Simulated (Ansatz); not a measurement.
Al12P12⁻, a nanocrystal cut from wurtzite AlP (bare). Charge -1, multiplicity 2. Geometry r2SCAN-D4/def2-SVP, that of the neutral singlet.

Cartesian coordinates in Å:
```
P -2.295 -3.246 -1.990
Al -1.041 -3.669 -0.103
Al -0.668 -1.441 -1.903
P 0.983 -2.629 -0.571
P 1.024 0.112 -2.673
Al 2.292 -0.598 -0.724
Al 2.480 1.864 -2.220
P 4.221 0.828 -1.121
P -1.090 -3.704 2.202
Al 0.348 -1.827 1.635
P 2.279 -0.368 1.696
Al 3.378 1.521 0.910
Al -3.378 -1.522 -0.909
P -2.279 0.367 -1.697
Al -0.348 1.829 -1.636
P 1.092 3.705 -2.201
P -4.221 -0.829 1.122
Al -2.479 -1.864 2.220
Al -2.293 0.598 0.724
P -1.025 -0.110 2.673
P -0.983 2.630 0.569
Al 0.667 1.441 1.902
Al 1.041 3.668 0.103
P 2.294 3.245 1.992
```

Single mean-field runs in def2-SVP are fitted with def2-universal-jkfit. At LDA (SPW92)/def2-SVP, PBE-D4/def2-SVP the gap within one spin of the charge -1 doublet nearly closes, so an electron or hole may be smeared out by delocalisation error.

(1) Estimate the α-spin orbital energies around the gap (eV) in Ansatz with LDA (SPW92)/def2-SVP, PBE-D4/def2-SVP, PBE0-D4/def2-SVP.

Answers

(1) 
| orbital | LDA (SPW92)/def2-SVP | PBE-D4/def2-SVP | PBE0-D4/def2-SVP |
| --- | --- | --- | --- |
| HOMO−5 | -2.82 | -2.72 | -3.62 |
| HOMO−4 | -2.72 | -2.61 | -3.47 |
| HOMO−3 | -2.72 | -2.61 | -3.47 |
| HOMO−2 | -2.52 | -2.42 | -3.28 |
| HOMO−1 | -2.52 | -2.42 | -3.28 |
| HOMO | -1.32 | -1.21 | -1.48 |
| LUMO | -1.34 | -1.17 | -0.62 |
| LUMO+1 | -0.41 | -0.32 | 0.02 |
| LUMO+2 | -0.37 | -0.19 | 0.44 |
| LUMO+3 | -0.37 | -0.19 | 0.44 |
| LUMO+4 | 0.09 | 0.24 | 0.82 |
| LUMO+5 | 0.12 | 0.25 | 0.83 |
| β HOMO | -2.50 | -2.40 | -3.26 |
| β LUMO | -1.30 | -1.11 | -0.54 |
